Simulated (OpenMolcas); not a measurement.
# Ionisation energies of boron

```json
{
 "Program": "OpenMolcas 26.06",
 "Basis": "ANO-RCC-VDZP [3s2p1d]",
 "Scalar Hamiltonian": "DKH2, point nucleus",
 "Spin-orbit coupling": "state interaction with AMFI integrals over the reference wave functions, term energies averaged over their components"
}
```

Active shells in each charge state: the valence s, p shells, with orbitals averaged over the low states. Where CASPT2's correlated closed shells are named, they are those of the first ion.

A. CASSCF
B. SS-CASPT2, IPEA 0.25 Eh, imaginary shift 0.1 Eh (closed shells correlated: 1s)
C. SS-CASPT2, IPEA 0 Eh, imaginary shift 0.1 Eh (closed shells correlated: 1s)
D. SS-CASPT2, IPEA 0.25 Eh, imaginary shift 0.1 Eh (closed shells correlated: none)

Energies in eV between the lowest computed levels (charge -1 gives the electron affinity), named as in B; reference values from the NIST Atomic Spectra Database with their kind.

| From | To | A | B | C | D | Spin-orbit share in B | Reference |
| --- | --- | --- | --- | --- | --- | --- | --- |
| B- 2s2 2p2 3P0 | B 2s2 2p 2P* 1/2 | -1.414 | -0.859 | -0.771 | -0.867 | -0.001 |  |
| B 2s2 2p 2P* 1/2 | B+ 2s2 1S0 | 7.215 | 7.853 | 7.961 | 7.841 | +0.001 | 8.298 (measured) |
| B+ 2s2 1S0 | B2+ 2s 2S 1/2 | 25.025 | 25.049 | 25.050 | 25.058 | +0.000 | 25.155 (measured) |
| B2+ 2s 2S 1/2 | B3+ 1s2 1S0 | 37.821 | 37.829 | 37.829 | 37.821 | +0.000 | 37.931 (measured) |

Error against the reference values, in %:

```
From  Reference      A     B     C     D
   B   measured  -13.1  -5.4  -4.1  -5.5
  B+   measured   -0.5  -0.4  -0.4  -0.4
 B2+   measured   -0.3  -0.3  -0.3  -0.3
```

Mean absolute error over the 3 measured values: A 0.44 eV, B 0.22 eV, C 0.18 eV, D 0.22 eV. C lies closest.

No diffuse functions were added, so the electron affinity comes out too small, and without dynamic correlation a bound anion can come out unbound.

* marks odd parity.
